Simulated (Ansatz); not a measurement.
The molecule Hg2++, closed-shell singlet (lowest of 2S+1 = 1, 3 at CCSD(T)/def2-TZVPP on PBE0 minima; our sources give no spin for the ground state, which may be another). No spin–orbit coupling.

The constants come from a fifth-degree fit in 1/R (seven points, main isotopes). Runs in def2 and cc sets follow the lowest solution found near the PBE0 minimum. The singlet is held restricted.

Correlated levels freeze the inner cores; with def2 sets outer-core shells near the valence are correlated too.

Run with Ansatz (a quantum-chemistry and plane-wave program). Values without a source in brackets are computed. In def2 rows elements past Kr take small-core potentials, without spin–orbit coupling.

Energies at CCSD/def2-TZVPP:

| R (Å) | E (hartree) |
|---|---|
| 2.475147 | -305.47009621 |
| 2.541683 | -305.47290392 |
| 2.602896 | -305.47389217 |
| 2.672094 | -305.47365748 |
| 2.741292 | -305.47239017 |
| 2.821135 | -305.47005715 |
| 2.914286 | -305.46660960 |

Task: With a reduced mass of 100.9853 u, find the minimum, the force constant and the constants.

Result: A fifth-degree polynomial in 1/R puts the minimum at r_e = 2.6237 Å with force constant 119 N/m. Then ω_e = (1/2πc)√(k/μ) = 141 cm⁻¹ and B_e = h/(8π²cμr_e²) = 0.02425 cm⁻¹; the cubic and quartic terms give α_e = 8.2e-5 and ω_e x_e = 0.42 cm⁻¹.
